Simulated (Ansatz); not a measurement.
Compare A (`C=C(CC)C(C)C`) with its isomer B (`C1CCCCCC1`).

Calculated with Ansatz (gas phase, PBE0-D4/def2-TZVP geometries, no zero-point term in ΔE). CBS: MP2 limit from def2 TZ/QZ plus the TZ coupled-cluster correction, frozen cores. DFT in def2-TZVPP. B3LYP here is the variant with VWN-RPA as its local correlation; programs differ in this. Each species was taken in one conformer, which may not be the lowest.

A:

Z-matrix (Å, degrees):
```
C
C 1 1.504
C 1 1.526 2 112.7
H 1 1.096 2 109.9 3 121.8
H 1 1.093 2 109.3 3 -121.7
C 2 1.329 1 120.7 3 102.8
C 2 1.511 1 116.0 3 -76.9
H 3 1.093 1 111.7 2 59.1
H 3 1.092 1 110.6 2 -60.9
H 3 1.093 1 110.9 2 179.1
H 6 1.085 2 120.9 1 2.3
H 6 1.083 2 122.5 1 -177.5
C 7 1.520 2 114.3 1 158.6
C 7 1.530 2 110.3 1 -76.7
H 7 1.098 2 106.9 1 39.6
H 13 1.093 7 110.3 2 -175.0
H 13 1.092 7 111.5 2 -54.6
H 13 1.093 7 111.3 2 66.1
H 14 1.093 7 110.1 2 -65.6
H 14 1.093 7 110.6 2 174.9
H 14 1.092 7 112.2 2 54.5
```

B:

Z-matrix (Å, degrees):
```
C
C 1 1.525
C 1 1.527 2 113.4
H 1 1.095 2 107.8 3 -120.3
H 1 1.097 2 110.3 3 124.5
C 2 1.522 1 116.2 3 -70.4
H 2 1.095 1 109.2 3 167.0
H 2 1.098 1 107.9 3 52.3
C 3 1.528 1 116.1 2 85.8
H 3 1.096 1 107.8 2 -37.4
H 3 1.094 1 109.6 2 -151.7
C 6 1.525 2 116.2 1 53.4
H 6 1.095 2 108.2 1 176.5
H 6 1.098 2 109.0 1 -68.7
C 9 1.528 3 116.4 1 -38.6
H 9 1.095 3 108.0 1 -161.7
H 9 1.095 3 109.2 1 83.9
H 12 1.095 6 107.9 2 169.3
H 12 1.097 6 110.3 2 54.1
H 15 1.096 9 109.5 3 83.7
H 15 1.094 9 107.9 3 -162.1
```

(1) Which is lower in electronic energy at CCSD(T)/CBS, and by how much? (Best estimate.)

(2) Give E(B) − E(A) in kcal/mol with r2SCAN-D4, B2PLYP, ωB97M-V, HF/def2-TZVPP, PBE-D4, BLYP-D4, B3LYP-D4. (Best estimate.)

Largest T1 diagnostic: 0.009.

## Answers

(1) Computed: B, by 12.1 kcal/mol.

(2) Ansatz gave: r2SCAN-D4 -12.4, B2PLYP -10.2, ωB97M-V -13.0, HF/def2-TZVPP -9.8, PBE-D4 -12.6, BLYP-D4 -7.3, B3LYP-D4 -10.0. None reverses the order clearly.

From BLYP to BHLYP (50 % exact exchange), in def2-TZVPP and without D4, E(B) − E(A) moves by −6.1 kcal/mol. At CCSD(T), def2-SVP lies −1.9 kcal/mol from the extrapolated value and def2-TZVPP +0.1 kcal/mol.
